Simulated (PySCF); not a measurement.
Below is a simulated gas-phase Si 2p photoelectron spectrum of `C[Si]1(C)CC1`.

Every computed line was given a Gaussian of 0.6 eV full width at half maximum and an area set by the number of equivalent atoms (split 2:1 within a doublet); the highest printed point is 100. The calculation used delta-SCF UKS SCAN, pcX-2 on the ionised atom, pcseg-1 elsewhere, spin-free X2C in PySCF 2.14.0.

(binding energy (eV), intensity): (105.1, 0), (105.2, 1), (105.3, 2), (105.4, 6), (105.5, 15), (105.6, 29), (105.7, 50), (105.8, 73), (105.9, 92), (106.0, 100), (106.1, 96), (106.2, 83), (106.3, 70), (106.4, 61), (106.5, 57), (106.6, 54), (106.7, 49), (106.8, 39), (106.9, 27), (107.0, 16), (107.1, 8), (107.2, 4), (107.3, 1), (107.4, 0), (107.5, 0)

How many maxima does the curve show, and how many computed lines lie under it?

The curve has 1 maximum (at 106.0 eV). Under it lie 2 lines from 1 inequivalent silicon site, drawn as a 2p3/2, 2p1/2 pair. At this width some lines have no maximum of their own.

Decompose the envelope and assign each component. Numbering: `[CH3:1][Si:2]1([CH3:3])[CH2:4][CH2:5]1`.

| position (eV) | relative area | line | atoms | environment |
| --- | --- | --- | --- | --- |
| 106.00 | 0.67 | Si 2p3/2 | Si2 | four-coordinate silicon |
| 106.62 | 0.33 | Si 2p1/2 | Si2 | four-coordinate silicon |

No satellites, vibrations or lifetime broadening are included. The 2p values add to the ΔSCF energy of one spin-free hole a correction within the shell (spin–orbit coupling, ligand field). 2p1/2 minus 2p3/2 (ligand field included): Si 0.62 eV. Geometry: GFN2-xTB; no solvent, vibrations or thermal averaging.
